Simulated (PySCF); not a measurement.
Si(All)(F)(H)2 (C₃H₇FSi), SMILES C=CC[SiH2]F. Heavy atoms are numbered as in [SiH2:1]([F:2])[CH2:3][CH:4]=[CH2:5]. Hydrogens are named by the atom that carries them.

Geometry optimised at B3LYP-D3(BJ)/def2-SVP. Other conformers were not sampled.

All values below come from HF/def2-TZVP (PySCF).

ESP charges are fitted to the potential on shells at 1.4 to 2.0 van der Waals radii. Atomic charges (e), one atom of each kind:

```tsv
atom	meta-Löwdin	Mulliken	Löwdin	ESP fit
Si1 (SiH2)	1.12	0.71	0.33	?
F2	-0.57	-0.44	-0.09	-0.34
C3 (CH2)	-0.45	-0.34	-0.36	-0.39
C4 (CH)	-0.08	-0.16	-0.22	?
C5 (CH2)	-0.25	-0.29	-0.21	?
H on Si1	-0.15	-0.06	-0.05	-0.12
H on C3	0.11	0.13	0.14	0.15
H on C4	0.10	0.13	0.14	?
H on C5	0.10	0.13	0.12	0.25
```

Some entries are withheld; supply them. (The exact figures need the calculation; the answer reports its results.)


- Si1 (SiH2), ESP fit: 0.69
- C4 (CH), ESP fit: -0.03
- C5 (CH2), ESP fit: -0.61
- H on C4, ESP fit: 0.14

Computed Mayer and Wiberg (Löwdin basis) orders of the bonds:
| bond | Mayer | Wiberg |
|---|---|---|
| Si1–F2 | 0.92 | 1.58 |
| Si1–C3 | 0.96 | 1.09 |
| C3–C4 | 0.93 | 1.26 |
| C4–C5 | 1.96 | 2.17 |
